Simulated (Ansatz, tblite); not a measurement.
Forces on Hg3Te3H12 at its r2SCAN-D4/def2-SVP geometry. Total charge 0; singlet.

In the def2 sets Hg, Te take a core potential; there is no spin–orbit coupling. The xTB rows come from tblite. In the singlet geometry the species has come apart into loosely held pieces.

GFN1-xTB (tblite), largest force 1.20 eV/Å:

```xyz
18
positions Å, forces eV/Å
Te    0.822    2.483    0.117    0.188    0.588    0.013
Hg   -1.743    2.891   -2.460    0.496   -0.829    0.713
Te   -1.944   -0.665   -1.622   -0.453   -0.146   -0.395
Hg    3.105    1.058    2.598   -0.892   -0.302   -0.740
Te    1.102   -1.812    1.530    0.247   -0.428    0.372
Hg   -1.309   -3.969   -0.183    0.370    1.139    0.055
H     1.972    3.383   -0.681   -0.358   -0.279    0.255
H     0.379    3.812    1.015    0.143   -0.415   -0.282
H    -2.886    3.272   -1.321    0.105    0.057   -0.273
H    -0.632    2.567   -3.648   -0.241    0.170    0.078
H    -3.602   -0.729   -1.495    0.520    0.019   -0.044
H    -2.028   -1.173   -3.204    0.022    0.153    0.498
H     2.035    1.389    3.820    0.290   -0.007   -0.081
H     4.236    0.747    1.425   -0.046    0.090    0.284
H     0.760   -2.357    3.065    0.110    0.167   -0.482
H     2.374   -2.879    1.416   -0.397    0.335    0.041
H    -0.203   -4.311   -1.371   -0.222   -0.110    0.174
H    -2.439   -3.705    1.001    0.120   -0.202   -0.188
```

GFN2-xTB (tblite), largest force 0.70 eV/Å:

```
Te 0.153 0.481 0.017
Hg 0.290 -0.483 0.413
Te -0.374 -0.121 -0.317
Hg -0.520 -0.175 -0.431
Te 0.201 -0.349 0.304
Hg 0.216 0.663 0.032
H -0.368 -0.175 0.300
H 0.211 -0.332 -0.320
H -0.318 0.152 0.230
H 0.235 -0.014 -0.350
H 0.485 -0.015 -0.147
H -0.090 0.141 0.477
H -0.197 0.105 0.357
H 0.346 -0.054 -0.234
H 0.188 0.087 -0.462
H -0.397 0.279 0.140
H 0.244 -0.170 -0.298
H -0.306 -0.020 0.288
```

r2SCAN-D4/def2-TZVP (Ansatz), largest force 0.19 eV/Å:

```
Te 0.058 0.184 0.007
Hg 0.014 -0.024 0.021
Te -0.144 -0.047 -0.121
Hg -0.027 -0.008 -0.022
Te 0.077 -0.134 0.117
Hg 0.011 0.034 0.002
H -0.094 -0.071 0.067
H 0.039 -0.107 -0.075
H 0.088 -0.025 -0.095
H -0.091 0.031 0.090
H 0.135 0.004 -0.014
H 0.003 0.041 0.129
H 0.091 -0.024 -0.092
H -0.084 0.027 0.098
H 0.031 0.042 -0.126
H -0.104 0.086 0.012
H -0.090 0.020 0.094
H 0.087 -0.029 -0.094
```
